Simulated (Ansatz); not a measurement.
Total energies of `CC(=O)Oc1ccccc1`.

| atom | x (Å) | y (Å) | z (Å) |
| --- | --- | --- | --- |
| C1 | 0.144 | 3.010 | 1.649 |
| C2 | 0.010 | 1.538 | 1.418 |
| O3 | -0.175 | 0.709 | 2.258 |
| O4 | 0.137 | 1.267 | 0.093 |
| C5 | 0.036 | -0.043 | -0.346 |
| C6 | 1.075 | -0.527 | -1.119 |
| C7 | 0.990 | -1.806 | -1.648 |
| C8 | -0.127 | -2.589 | -1.399 |
| C9 | -1.161 | -2.087 | -0.623 |
| C10 | -1.089 | -0.809 | -0.092 |
| H11 | 1.121 | 3.352 | 1.302 |
| H12 | 0.029 | 3.223 | 2.709 |
| H13 | -0.611 | 3.547 | 1.072 |
| H14 | 1.937 | 0.104 | -1.301 |
| H15 | 1.801 | -2.189 | -2.255 |
| H16 | -0.192 | -3.589 | -1.811 |
| H17 | -2.036 | -2.696 | -0.426 |
| H18 | -1.889 | -0.414 | 0.519 |

Total charge 0; spin multiplicity 1. The structure was optimised at the PBE0-D4/def2-TZVP level. It is one conformer, not always the lowest. Basis def2-TZVPP, Ansatz.

RPA on PBE orbitals: Hartree–Fock energy of these orbitals -457.42099 Eh, correlation -2.70036 Eh (frozen core).

```tsv
functional	kind	energy without D4 (Eh)	D4 term (kJ/mol)
PBE0	global hybrid, 25 % exact exchange	-459.77282	-40.4
B2PLYP	double hybrid	-459.93503	–
```

Question: Give the same for LDA (SPW92), PBE, revPBE, BLYP, r2SCAN, B97M-V, B3LYP, r2SCANh, r2SCAN0, HSE06 (plane-wave form), BHLYP, CAM-B3LYP, LC-ωPBE, ωB97X-V, ωB97M-V, PBE-QIDH. (An estimate is asked.)

Answer: Computed: 
```
             functional                                       kind  energy without D4 (Eh)  D4 term (kJ/mol)
            LDA (SPW92)                                        LDA              -456.39233                 –
                    PBE                                        GGA              -459.74687             -47.7
                 revPBE                                        GGA              -460.16926            -156.3
                   BLYP                                        GGA              -460.15064            -105.2
                 r2SCAN                                   meta-GGA              -460.05347             -12.9
                 B97M-V                         meta-GGA with VV10              -460.28131                 –
                  B3LYP                        global hybrid, 20 %              -460.31166             -75.7
                r2SCANh                      meta-GGA hybrid, 10 %              -460.02857             -13.5
                r2SCAN0                      meta-GGA hybrid, 25 %              -459.99335             -14.8
HSE06 (plane-wave form)                            screened hybrid              -459.74875             -37.5
                  BHLYP                        global hybrid, 50 %              -460.03854             -53.7
              CAM-B3LYP                     range-separated hybrid              -460.08404             -40.6
                LC-ωPBE                long-range corrected hybrid              -459.98626                 –
                ωB97X-V       range-separated hybrid GGA with VV10              -460.16625                 –
                ωB97M-V  range-separated hybrid meta-GGA with VV10              -460.13921                 –
               PBE-QIDH                              double hybrid              -459.69794                 –
```

B3LYP takes the VWN-RPA correlation (the form of Gaussian; ORCA's B3LYP/G). HSE06 is the plane-wave form, built on full-range PBE exchange. The double hybrids freeze the cores in their second-order part.

LC-ωPBE has ω = 0.4 bohr⁻¹.
